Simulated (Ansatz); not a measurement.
Consider the formal hydrolysis of the Sn–Al bond: `[SiH3][Al]([Cl])[SnH3]` + H₂O → `[OH][SnH3]` + `[SiH3][AlH][Cl]`.

Isolated molecules relaxed with PBE0-D4/def2-TZVP in Ansatz; ΔE leaves out vibrations. CCSD(T)/CBS is the MP2 limit (def2-TZVPP, def2-QZVPP) plus CCSD(T) − MP2 in def2-TZVPP, frozen cores. This one scheme is used for every species. DFT in def2-TZVPP. Elements past krypton have def2 core potentials. For Sn outer-core shells are correlated without core-valence functions, which leaves a few kJ/mol of doubt a bond.

| species | PBE0 energy (Eh) |
| --- | --- |
| `[SiH3][Al]([Cl])[SnH3]` | -1209.72554 |
| H₂O | -76.38081 |
| `[OH][SnH3]` | -291.87164 |
| `[SiH3][AlH][Cl]` | -994.21760 |

**Question.** Work out ΔE.

**Answer.** ΔE = (-291.87164) + (-994.21760) − (-1209.72554) − (-76.38081) = 0.01711 Eh = +44.9 kJ/mol. CCSD(T)/CBS gives +38.8 kJ/mol.

Largest T1 diagnostic among the species: 0.014.

In def2-TZVPP, CCSD(T) changes the Hartree–Fock value by +18.5 kJ/mol (the triples alone add +1.2 kJ/mol) and MP2 by +18.7 kJ/mol. Leaving LDA and LC-ωPBE aside and taking each functional with its dispersion term where it has one, the values, not all of them listed here, spread over 33.9 kJ/mol, from B97M-V to HSE06-D4. LDA lies +9.0 kJ/mol from PBE without D4. At CCSD(T), def2-SVP lies −4.8 kJ/mol from the extrapolated value and def2-TZVPP −2.0 kJ/mol.
